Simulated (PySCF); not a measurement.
A structure optimised at PBE-D3(BJ)/def2-SVP, used in a PySCF frequency run:

```
C
F 1 1.3594
F 1 1.3594 2 106.87
F 1 1.3708 2 106.87 3 114.13
Ga 1 2.0307 2 113.82 3 -126.52
H 5 1.5742 1 117.45 2 152.55
H 5 1.5742 6 125.06 1 -177.51
```
Charge 0, spin multiplicity 1.

Q: Write its SMILES, formula and point group.

A: F[C](F)(F)[GaH2], CH₂F₃Ga, Cs

Q: What are its rotational constants (standard atomic weights)?

A: 5.3255, 1.9127, 1.8872 GHz
